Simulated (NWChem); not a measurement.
The numbers come from NWChem runs, not from measurements. System: H3BO2, charge 0, spin multiplicity 1, at a geometry optimised with PBE0/def2-SVP. The structure started from a generated list of species. Level: G0W0@PBE/def2-TZVPD, RI basis def2-tzvpd-rifit.

The NWChem input:

```
start mol
memory heap 200 mb stack 700 mb global 1700 mb
geometry units angstroms nocenter noautoz
  B      0.280606     0.389068     0.000000
  H      1.027818     1.341319     0.000000
  O     -1.049600     0.628286     0.000000
  H     -1.558590    -0.191477     0.000000
  O      0.729524    -0.895648     0.000000
  H      1.688352    -0.956287     0.000000
  symmetry group Cs
end
basis spherical
  * library def2-tzvpd
end
basis "ri basis" bse spherical
  * library def2-tzvpd-rifit
end
dft
  xc xpbe96 cpbe96
  iterations 100
  direct
  tolerances tight
end
task dft energy
gw
  states alpha occ 4 vir 2
end
task dft gw
```

Part of the output:

```
             Northwest Computational Chemistry Package (NWChem) 7.3.0
             --------------------------------------------------------

                                NWChem Input Module
                                -------------------

 Scaling coordinates for geometry "geometry" by  1.889725989
 (inverse scale =  0.529177249)

 Turning off AUTOSYM since
 SYMMETRY directive was detected!

                             Geometry "geometry" -> ""
                             -------------------------

 Output coordinates in angstroms (scale by  1.889725989 to convert to a.u.)

  No.       Tag          Charge          X              Y              Z
 ---- ---------------- ---------- -------------- -------------- --------------
    1 B                    5.0000     0.28060600     0.38906800     0.00000000
    2 H                    1.0000     1.02781800     1.34131900     0.00000000
    3 O                    8.0000    -1.04960000     0.62828600     0.00000000
    4 H                    1.0000    -1.55859000    -0.19147700     0.00000000
    5 O                    8.0000     0.72952400    -0.89564800     0.00000000
    6 H                    1.0000     1.68835200    -0.95628700     0.00000000

 Effective nuclear repulsion energy (a.u.)      66.8487785637

            Nuclear Dipole moment (a.u.)
            ----------------------------
        X                 Y               Z
 ---------------- ---------------- ----------------
     0.0000037795    -0.0000018897     0.0000000000

      Symmetry information
      --------------------

 Group name             Cs
 Group number              2
 Group order               2
 No. of unique centers     6

      Symmetry unique atoms

     1    2    3    4    5    6


 Summary of "ao basis" -> "" (spherical)
 ------------------------------------------------------------------------------
       Tag                 Description            Shells   Functions and Types
 ---------------- ------------------------------  ------  ---------------------
 *                         def2-tzvpd                 on all atoms

 new library libraries.bse/

 Summary of "ri basis" -> "" (spherical)
 ------------------------------------------------------------------------------
       Tag                 Description            Shells   Functions and Types
 ---------------- ------------------------------  ------  ---------------------
 *                      def2-tzvpd-rifit              on all atoms

  pbe96 is a nonlocal functional; adding pw91lda local functional.

                                 NWChem DFT Module
                                 -----------------

 Summary of "ao basis" -> "ao basis" (spherical)
 ------------------------------------------------------------------------------
       Tag                 Description            Shells   Functions and Types
 ---------------- ------------------------------  ------  ---------------------
 B                         def2-tzvpd               13       37   6s3p3d1f
 H                         def2-tzvpd                5        9   3s2p
 O                         def2-tzvpd               14       40   6s4p3d1f

 Summary of "ao basis" -> "ao basis" (spherical)
 ------------------------------------------------------------------------------
       Tag                 Description            Shells   Functions and Types
 ---------------- ------------------------------  ------  ---------------------
 B                         def2-tzvpd               13       37   6s3p3d1f
 H                         def2-tzvpd                5        9   3s2p
 O                         def2-tzvpd               14       40   6s4p3d1f

      Symmetry analysis of basis
      --------------------------

        a'        100
        a"         44

            General Information
            -------------------
          SCF calculation type: DFT
          Wavefunction type:  closed shell.
          No. of atoms     :     6
          No. of electrons :    24
           Alpha electrons :    12
            Beta electrons :    12
          Charge           :     0
          Spin multiplicity:     1
          Use of symmetry is: on ; symmetry adaption is: on
          Maximum number of iterations: 100
          This is a Direct SCF calculation.
          AO basis - number of functions:   144
                     number of shells:    56
          Convergence on energy requested:  1.00D-06
          Convergence on density requested:  1.00D-05
          Convergence on gradient requested:  5.00D-04

              XC Information
              --------------
          PerdewBurkeErnzerhof Exchange Functional  1.000
            Perdew 1991 LDA Correlation Functional  1.000 local
           PerdewBurkeErnz. Correlation Functional  1.000 non-local

             Grid Information
             ----------------
          Grid used for XC integration:  medium
          Radial quadrature: Mura-Knowles
          Angular quadrature: Lebedev.
          Tag              B.-S. Rad. Rad. Pts. Rad. Cut. Ang. Pts.
          ---              ---------- --------- --------- ---------
          B                   0.85       49          10.0       434
          H                   0.35       45          11.0       434
          O                   0.60       49          11.0       434
          Grid pruning is: on
          Number of quadrature shells:   282
          Spatial weights used:  Erf1

          Convergence Information
          -----------------------
          Convergence aids based upon iterative change in
          total energy or number of iterations.
          Levelshifting, if invoked, occurs when the
[...]
 Sum of atomic energies:        -175.60299979

      Non-variational initial energy
      ------------------------------

 Total energy =    -176.714448
 1-e energy   =    -371.864272
 2-e energy   =     128.301045
 HOMO         =      -0.446679
 LUMO         =       0.026457

      Symmetry analysis of molecular orbitals - initial
      -------------------------------------------------

  Numbering of irreducible representations:

     1 a'          2 a"

  Orbital symmetries:

     1 a'          2 a'          3 a'          4 a'          5 a'
     6 a'          7 a'          8 a'          9 a"         10 a'
    11 a"         12 a'         13 a'         14 a'         15 a"
    16 a'         17 a"         18 a'         19 a'         20 a'
    21 a"         22 a'

   convergence    iter        energy       DeltaE   RMS-Dens  Diis-err    time
 ---------------- ----- ----------------- --------- --------- ---------  ------
 d= 0,ls=0.0,diis     1   -176.9847086745 -2.44D+02  9.76D-03  9.83D-01     3.5
 d= 0,ls=0.0,diis     2   -176.8451944323  1.40D-01  6.03D-03  2.52D+00     6.2
 d= 0,ls=0.0,diis     3   -177.0725910834 -2.27D-01  6.39D-04  6.83D-02     8.9
 d= 0,ls=0.0,diis     4   -177.0778862964 -5.30D-03  2.17D-04  2.50D-03    11.7
 d= 0,ls=0.0,diis     5   -177.0779942971 -1.08D-04  1.19D-04  1.41D-03    14.5
 d= 0,ls=0.0,diis     6   -177.0781157458 -1.21D-04  2.36D-05  3.57D-05    17.3
 d= 0,ls=0.0,diis     7   -177.0781191277 -3.38D-06  5.95D-06  1.57D-06    20.0
 d= 0,ls=0.0,diis     8   -177.0781193107 -1.83D-07  9.60D-07  5.76D-08    22.8

         Total DFT energy =     -177.078119310675
      One electron energy =     -374.696119546735
           Coulomb energy =      152.980766885809
    Exchange-Corr. energy =      -22.211545213412
 Nuclear repulsion energy =       66.848778563663

 Numeric. integr. density =       23.999997607632

     Total iterative time =     22.2s

                  Occupations of the irreducible representations
                  ----------------------------------------------

                     irrep           alpha         beta
                     --------     --------     --------
                     a'               10.0         10.0
                     a"                2.0          2.0

                       DFT Final Molecular Orbital Analysis
                       ------------------------------------

 Vector   10  Occ=2.000000D+00  E=-3.302415D-01  Symmetry=a'
              MO Center= -8.6D-01,  5.0D-01, -5.6D-15, r^2= 1.4D+00
   Bfn.  Coefficient  Atom+Function         Bfn.  Coefficient  Atom+Function
  ----- ------------  ---------------      ----- ------------  ---------------
    54      0.351442  3 O  py                57      0.280230  3 O  py
    53     -0.229272  3 O  px                51      0.204563  3 O  s
    56     -0.177497  3 O  px                60      0.155875  3 O  py
    50      0.153267  3 O  s                102     -0.145568  5 O  px
    52      0.129831  3 O  s                  7      0.118896  1 B  px

 Vector   11  Occ=2.000000D+00  E=-2.958863D-01  Symmetry=a'
              MO Center=  6.2D-01,  2.6D-01,  1.2D-14, r^2= 2.2D+00
   Bfn.  Coefficient  Atom+Function         Bfn.  Coefficient  Atom+Function
  ----- ------------  ---------------      ----- ------------  ---------------
   103      0.279555  5 O  py                39     -0.232158  2 H  s
   106      0.218670  5 O  py                 8     -0.212803  1 B  py
    38     -0.157000  2 H  s                100     -0.155437  5 O  s
    40     -0.148369  2 H  s                 11     -0.142820  1 B  py
   102      0.122088  5 O  px               109      0.111678  5 O  py

 Vector   12  Occ=2.000000D+00  E=-2.875577D-01  Symmetry=a"
              MO Center= -2.1D-01, -6.7D-02, -1.5D-14, r^2= 2.0D+00
   Bfn.  Coefficient  Atom+Function         Bfn.  Coefficient  Atom+Function
  ----- ------------  ---------------      ----- ------------  ---------------
    55      0.354216  3 O  pz               104     -0.326305  5 O  pz
    58      0.297312  3 O  pz               107     -0.273906  5 O  pz
    61      0.200039  3 O  pz               110     -0.188111  5 O  pz
    64      0.031165  3 O  pz               113     -0.026650  5 O  pz
    19      0.025110  1 B  d  1

 Vector   13  Occ=0.000000D+00  E=-2.232554D-02  Symmetry=a'
              MO Center=  9.1D-01, -8.1D-01,  3.2D-17, r^2= 8.7D+00
   Bfn.  Coefficient  Atom+Function         Bfn.  Coefficient  Atom+Function
  ----- ------------  ---------------      ----- ------------  ---------------
   101      1.698800  5 O  s                  6     -1.485064  1 B  s
     5     -1.290393  1 B  s                 52      0.946468  3 O  s
     4     -0.627283  1 B  s                100      0.581339  5 O  s
    14      0.474241  1 B  py               112      0.434513  5 O  py
    11      0.359090  1 B  py               109      0.306711  5 O  py

 Vector   14  Occ=0.000000D+00  E=-7.196224D-03  Symmetry=a"
              MO Center=  4.5D-01,  5.5D-01,  3.5D-13, r^2= 3.0D+00
   Bfn.  Coefficient  Atom+Function         Bfn.  Coefficient  Atom+Function
  ----- ------------  ---------------      ----- ------------  ---------------
     9      0.356178  1 B  pz                12      0.340244  1 B  pz
    15      0.290200  1 B  pz                29     -0.211330  1 B  d  1
   104     -0.192951  5 O  pz                55     -0.188502  3 O  pz
    64      0.170117  3 O  pz               107     -0.168855  5 O  pz
    58     -0.165740  3 O  pz               110     -0.148792  5 O  pz

 Vector   15  Occ=0.000000D+00  E=-2.792889D-03  Symmetry=a'
              MO Center= -5.6D-01, -4.4D-01, -3.4D-13, r^2= 9.4D+00
   Bfn.  Coefficient  Atom+Function         Bfn.  Coefficient  Atom+Function
  ----- ------------  ---------------      ----- ------------  ---------------
    52     -4.175670  3 O  s                  5      4.021115  1 B  s
    89      1.558431  4 H  s                101     -1.517075  5 O  s
   111     -1.285092  5 O  px                62     -1.235640  3 O  px
    26     -1.131001  1 B  d -2              14      0.820288  1 B  py
    63     -0.641462  3 O  py                51     -0.604793  3 O  s

 center of mass
 --------------
 x =  -0.03546301 y =   0.00829464 z =   0.00000000

 moments of inertia (a.u.)
 ------------------
          84.213579048633          70.457500158703           0.000000000000
          70.457500158703         119.166123727869           0.000000000000
           0.000000000000           0.000000000000         203.379702776502

     Multipole analysis of the density
     ---------------------------------

     L   x y z        total         alpha         beta         nuclear
     -   - - -        -----         -----         ----         -------
     0   0 0 0     -0.000000    -12.000000    -12.000000     24.000000

     1   1 0 0      0.376342      0.188169      0.188169      0.000004
     1   0 1 0     -0.456468     -0.228233     -0.228233     -0.000002
     1   0 0 1     -0.000000     -0.000000     -0.000000      0.000000

     2   2 0 0    -10.069400    -40.389607    -40.389607     70.709813
     2   1 1 0      0.603121     17.968285     17.968285    -35.333448
     2   1 0 1      0.000000      0.000000      0.000000      0.000000
     2   0 2 0    -15.347906    -31.033327    -31.033327     46.718747
     2   0 1 1      0.000000      0.000000      0.000000      0.000000
     2   0 0 2    -13.759801     -6.879900     -6.879900      0.000000

 Task  times  cpu:       22.8s     wall:       22.8s

                                NWChem Input Module
                                -------------------

                                 NWChem GW Module
                                 ----------------

                             ***********************
                             ***        GW       ***
                             ***********************

 Summary of "ri basis" -> "ri basis" (spherical)
 ------------------------------------------------------------------------------
       Tag                 Description            Shells   Functions and Types
 ---------------- ------------------------------  ------  ---------------------
 B                      def2-tzvpd-rifit            26       92   9s7p5d4f1g
 H                      def2-tzvpd-rifit            10       24   5s3p2d
 O                      def2-tzvpd-rifit            26       92   9s7p5d4f1g

                 Memory Information
                 ------------------
          Available GA per process is          1699.8 MBs
          Available stack per process is        700.0 MBs
          Available heap per process is           0.0 MBs

          Peak memory in Initialization
              Peak GA per process is                  6.5 MBs
              Peak stack per process is               0.3 MBs
              Peak heap per process is                6.8 MBs
              Memory not in MA per process            0.0 MBs

          Peak memory in AFF Calculation
              Peak GA per process is                 28.6 MBs
              Peak stack per process is              19.1 MBs
              Peak heap per process is                0.0 MBs
              Memory not in MA per process           19.1 MBs

          Computing 2-center integrals
          Computing Inverse Cholesky factor
          Computing 3-center integrals
          Computing V_xc ...

          Computing Sigma_x
          Computing RPA polarizability
          Solving quasiparticle equations

                  Alpha Orbitals
          State     Energy (eV)     Error (eV)
          -----------------------------------
@GW         9        -13.056           0.002
@GW        10        -12.877           0.003
@GW        11        -11.954           0.003
@GW        12        -11.437           0.002
@GW        13          1.282           0.004
@GW        14          2.740           0.002

   Applying  -3.6117 eV scissor-shift to rest of particle states

   Applying   1.8893 eV scissor-shift to rest of hole states

     GW Timing Statistics
   ------------------------
   Init.   :          0.1s
     ERIs  :          1.4s
     Distr.:          0.0s
     Vxc   :          0.3s
   Sigma_x :          0.0s
   RPA     :          0.9s
   Wmn     :          0.0s
   Sigma_c :          0.0s
   GW total:          2.9s

 Task  times  cpu:        2.9s     wall:        2.9s

 Total times  cpu:       25.7s     wall:       25.7s
```
